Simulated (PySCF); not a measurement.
Screening by computed properties: pick the candidate that meets the target.

All species are isolated and taken at one optimised geometry, non-relativistic unless stated; the electronic structure was computed with PySCF and density fitting.

The conformers computed, where there is a choice (atom-mapped SMILES and torsion angles):
- `[CH2:1]=[P@@:2]([CH3:3])([CH2:4][CH3:5])[CH:6]([CH3:7])[CH3:8]`: C1–P2–C4–C5 -173°, C1–P2–C6–C7 58°
- `[CH3:1][CH2:2]/[CH:3]=[CH:4]/[SiH2:5][S:6][SiH2:7][CH3:8]`: C1–C2–C3–C4 -119°, C3–C4–Si5–S6 -152°, C4–Si5–S6–Si7 -177°, Si5–S6–Si7–C8 -171°
- `[CH3:1][CH2:2][c:3]1[cH:4][c:5]([CH3:6])[n:7][n:8]1[CH3:9]`: C1–C2–C3–C4 89°
- `[CH3:1][Si@@:2]([PH2:3])([CH2:4][SiH3:5])[CH2:6][SiH2:7][F:8]`: C1–Si2–C4–Si5 175°, C1–Si2–C6–Si7 -58°, Si2–C6–Si7–F8 -45°, H–P3–Si2–C1 -29°, H–P3–Si2–C1 64°
- `[OH:1][Si@@:2]([SiH3:3])([CH2:4][SiH3:5])[O:6][SiH3:7]`: O1–Si2–C4–Si5 56°, O1–Si2–O6–Si7 -177°, H–O1–Si2–Si3 166°
- `[CH3:1][CH2:2][CH2:3][NH:4][N:5]([CH3:6])[SiH:7]([CH3:8])[CH3:9]`: C1–C2–C3–N4 174°, C2–C3–N4–N5 -179°, C3–N4–N5–C6 92°, N4–N5–Si7–C8 -41°
- `[CH3:1][CH2:2]/[C:3](=[CH:4]\[SiH3:5])[SiH2:6][S:7][CH3:8]`: C1–C2–C3–C4 -106°, C2–C3–Si6–S7 155°, C3–Si6–S7–C8 -59°

Problem. Wanted: smallest rotational constant between 0.57 GHz and 1 GHz (GFN2-xTB) and HOMO energy above -6.8 eV (PBE0/pcSseg-1), at GFN2-xTB geometries. Which candidate meets both?
A. `CCc1cc(C)nn1C`
B. `C=[P@@](C)(CC)C(C)C`
C. `C[Si@@](P)(C[SiH3])C[SiH2]F`
D. `CC/C=C/[SiH2]S[SiH2]C`
E. `O[Si@@]([SiH3])(C[SiH3])O[SiH3]`

Solution. A. Computed values:
```csv
species,smallest rotational constant,HOMO energy
CC/C=C/[SiH2]S[SiH2]C,0.328 GHz,-7.02 eV
C[Si@@](P)(C[SiH3])C[SiH2]F,0.526 GHz,-7.23 eV
O[Si@@]([SiH3])(C[SiH3])O[SiH3],0.613 GHz,-7.78 eV
CCc1cc(C)nn1C,0.923 GHz,-6.51 eV
C=[P@@](C)(CC)C(C)C,1.166 GHz,-5.08 eV
```

Problem. Wanted: HOMO–LUMO gap above 7.15 eV (PBE0/pcSseg-1) and dipole moment below 2.2 D (PBE0/pcSseg-1), at GFN2-xTB geometries. Which candidate meets both?
A. `C[Si@@](P)(C[SiH3])C[SiH2]F`
B. `CC/C(=C\[SiH3])[SiH2]SC`
C. `CCCNN(C)[SiH](C)C`
D. `CCc1cc(C)nn1C`
E. `C=[P@@](C)(CC)C(C)C`
F. `CC/C=C/[SiH2]S[SiH2]C`

Solution. A. Computed values:
```
                    species  HOMO–LUMO gap  dipole moment
    CC/C(=C\[SiH3])[SiH2]SC        5.75 eV         2.04 D
        C=[P@@](C)(CC)C(C)C        6.05 eV         3.26 D
      CC/C=C/[SiH2]S[SiH2]C        6.62 eV         1.10 D
          CCCNN(C)[SiH](C)C        7.09 eV         0.59 D
              CCc1cc(C)nn1C        7.21 eV         2.37 D
C[Si@@](P)(C[SiH3])C[SiH2]F        7.42 eV         1.88 D
```
